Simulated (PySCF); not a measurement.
SeCl2, SMILES Cl[Se]Cl. The structure is a stationary point at PBE0-D3(BJ)/def2-TZVP. The isomer is the one that the SMILES or the coordinates give; other isomers of the formula were not compared.

TDA-B3LYP/def2-SVPD in PySCF puts the lowest singlet excitations at 2.72, 2.90, 5.29, 5.35, 5.49, 5.59 eV.

### Question
What are the lowest excitation roots from ADC(2)/aug-cc-pVDZ (PySCF)? (Estimate from the structure and the level; the computed values follow.)

### Answer
3.10, 3.22, 5.95, 6.02, 6.21, 6.39 eV. S1 differs by 0.39 eV (second minus first; roots are paired by order, and the bases may differ).
